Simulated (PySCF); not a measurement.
# Reading the logs of faulty runs: ClH5NSi2 cation

All numbers below are calculated, not measured. They come from PySCF 2.14.0, an open-source quantum chemistry program, on an isolated molecule that a program drew, which may never have been made. The molecule is ClH5NSi2 cation (charge +1, singlet), drawn as the SMILES string `N[SiH2][SiH+]Cl`.

Each row is a Hartree-Fock (HF) and frozen-core CCSD(T) single point in the cc-pV(D+d)Z basis, meant for a local HF minimum. Run 1 is clean. Each other run has one planted mistake out of seven kinds, and not every kind appears here: one electron removed, one electron added, multiplicity raised by two, geometry at a saddle point, minimal basis STO-3G, one bond length entered in bohr, all coordinates scaled. The reference is restricted for singlets and unrestricted otherwise, and also for a bond in bohr. Adding or removing an electron swaps singlet and doublet. Electrons count all cores. HOMO and LUMO are orbital energies over both spins, the gradient is its largest component, and the lowest frequency (negative if imaginary) is given only where the gradient is small. Bond lengths are over the 8 bonds as drawn. T1 is the CCSD diagnostic: over 0.02 (restricted) or 0.045 (unrestricted) a single reference is doubtful.

Geometry of the clean run:
```xyz
9
ClH5NSi2 cation, angstrom
N     0.7162    2.3677    0.2581
Si    1.5378    0.9106    0.1400
Si    0.7109   -0.3064   -1.8436
Cl    1.4294   -2.0929   -2.3470
H    -0.1003    2.4990    0.8260
H     1.0662    3.2326   -0.1103
H     1.2147   -0.0621    1.1895
H     2.9572    1.0339   -0.2095
H    -0.3209    0.1049   -2.8078
```

```
run,electrons,basis functions,<S^2>,HOMO (eV),LUMO (eV),gradient (hartree/bohr),lowest frequency (cm^-1),mean bond (Å),longest bond (Å),T1,HF (hartree),CCSD(T) (hartree),mistake
1,56,108,0.000,-15.26,-5.11,5.9e-06,20,1.5685,2.470,0.0149,-1094.53514,-1095.08700,no fault
2,57,108,0.778,-6.86,2.34,4.6e-02,-,1.5685,2.470,0.0129,-1094.75459,-1095.31374,one electron added
3,56,108,0.695,-14.92,-5.18,2.8e-02,-,1.6801,2.470,0.0613,-1094.38023,-1094.93432,?
4,56,37,0.000,-13.46,-2.21,4.4e-02,-,1.5685,2.470,0.0171,-1082.29802,-1082.46636,?
```

**Which mistake was planted in run 3, and what did it cost?**

The mean bond changes by a factor of 1.071 and the longest by 1.000, so the molecule wasn't scaled as a whole. A length L in bohr read as angstrom grows by (1/0.5292 - 1) L = 0.890 L. The 8 bonds together grew by 8 x 0.1116 = 0.893 Å, which gives L = 1.003 Å. That is the length of one of the H-N bonds, 1.003 Å in the clean geometry. So the mistake is: one bond length entered in bohr. Subtracting run 1 and multiplying by 627.51 kcal/mol a hartree, the energy moved by 97.2 kcal/mol in HF and 95.8 kcal/mol in CCSD(T).

**Which mistake was planted in run 4, and what did it cost?**

It has 37 basis functions where the clean run has 108, with the same electrons and geometry. So the mistake is: minimal basis STO-3G. Subtracting run 1 and multiplying by 627.51 kcal/mol a hartree, the energy moved by 7678.9 kcal/mol in HF and 7919.6 kcal/mol in CCSD(T).

Cautions from the logs. Run 3: T1 is over the limit, so its CCSD(T) energy is less reliable.
